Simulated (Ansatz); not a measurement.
Sn(vinyl)3(OEt) (C₈H₁₄OSn). The state is a singlet with charge 0. Geometry r2SCAN-D4/def2-SVP; atoms count from 1.

```xyz
24

Sn   -0.090   -0.463   -0.076
C    -0.640   -1.373    1.774
C    -0.649   -2.698    1.976
H    -0.918   -0.699    2.596
H    -0.378   -3.416    1.191
H    -0.930   -3.134    2.944
C    -1.657   -0.553   -1.538
C    -2.862   -1.056   -1.236
H    -1.471   -0.187   -2.558
H    -3.102   -1.438   -0.235
H    -3.671   -1.111   -1.977
C     1.780   -1.221   -0.807
C     2.604   -1.915   -0.011
H     2.067   -1.047   -1.853
H     2.364   -2.120    1.040
H     3.563   -2.312   -0.372
O     0.139    1.454    0.476
C     0.474    2.436   -0.477
C     0.538    3.784    0.213
H     1.455    2.221   -0.958
H    -0.275    2.479   -1.300
H     0.799    4.586   -0.496
H    -0.434    4.021    0.672
H     1.294    3.763    1.014
```

In the def2 sets Sn takes a core potential; there is no spin–orbit coupling. Single mean-field runs in def2-TZVP are fitted with def2-universal-jkfit.

Estimate the Mulliken populations from the PBE0/def2-TZVP orbitals of Ansatz.


| atom | charge (e) |
| --- | --- |
| Sn1 | 1.19 |
| C2 | -0.44 |
| C3 | -0.24 |
| H4 | 0.14 |
| H5 | 0.14 |
| H6 | 0.13 |
| C7 | -0.40 |
| C8 | -0.25 |
| H9 | 0.13 |
| H10 | 0.14 |
| H11 | 0.13 |
| C12 | -0.40 |
| C13 | -0.25 |
| H14 | 0.12 |
| H15 | 0.15 |
| H16 | 0.13 |
| O17 | -0.54 |
| C18 | -0.04 |
| C19 | -0.34 |
| H20 | 0.08 |
| H21 | 0.08 |
| H22 | 0.10 |
| H23 | 0.12 |
| H24 | 0.12 |
Mulliken values and Mayer orders depend strongly on the basis.

And the Mayer bond orders between bonded heavy atoms (over 0.3)?

Sn1–C2 0.86 (2.13 Å); Sn1–C7 0.83 (2.15 Å); Sn1–C12 0.83 (2.15 Å); Sn1–O17 0.82 (2.01 Å); C2–C3 1.92 (1.34 Å); C7–C8 1.97 (1.34 Å); C12–C13 1.96 (1.34 Å); O17–C18 1.02 (1.41 Å); C18–C19 1.03 (1.52 Å).
